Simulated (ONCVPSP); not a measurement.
# caesium, ONCV: configuration errors across variants

Cs, optimised norm-conserving Vanderbilt (ONCV), made with ONCVPSP 4.0.1 (LDA (Perdew-Wang 92), fully relativistic). Core [Kr] 4d10 5s2, reference 5p6 6s1. Waves: 6s: rc 4.00 bohr, ncon 4, nbas 8, qcut 1.3 1/bohr, 2 projectors, debl 1.3 Ha; 5p: rc 2.05 bohr, ncon 3, nbas 7, qcut 3.3 1/bohr, 2 projectors, debl 1 Ha; d scattering state at 0.03 Ha: rc 3.05 bohr, ncon 4, nbas 8, qcut 3.4 1/bohr, 2 projectors, debl 2.3 Ha. Local part: polynomial inside 1.65 bohr (lpopt 5, dvloc0 6 Ha). Core correction: none.

Open shells are filled in proportion to 2j + 1.

In the d channel the program set the typed energies aside and used 0.050, 2.350 Ha (j = l + 1/2; the other j can differ).

All-electron excitation energies from the reference (eV): (1) 5p6 6s0 3.996; (2) 5p6 6s0.5 1.553; (3) 5p6 6s0 6p1 1.470; (4) 5p5 6s1 18.036.

2 further variants failed, have other tests or another functional or relativity, and are left out.

A true bound ghost makes a file unfit for plane-wave use even where its test errors are small: the radial tests pick states by their node count and pass the ghost by.

Errors AE − PS in meV (a dash: test not solved or not reliable):

```csv
change,(1),(2),(3),(4),bound ghosts,GHOST(+) flags above zero
base,+3.1,+0.6,+0.4,-46,none,s
d: rc 2.24,+3.1,+0.6,+0.4,-46,none,s
d: qcut 3.7,+3.1,+0.6,+0.4,-46,none,s
p: qcut 3.2; d: qcut 3.3,+3.1,+0.6,+0.4,-46,none,s
p: nbas 8,+3.1,+0.6,+0.4,-46,none,s
"local potential polynomial inside 1.65 bohr (lpopt 5, dvloc0 1 Ha)",+3.1,+0.6,+0.4,-48,s,s
"d: ncon 5, nbas 9",+3.1,+0.6,+0.4,-46,none,s
```

Problem. Give the same row for: local potential polynomial inside 1.80 bohr (lpopt 5, dvloc0 2 Ha).

Solution. +3.1, +0.5, +0.4, -50; bound ghosts: s; GHOST(+) flags above zero: s.
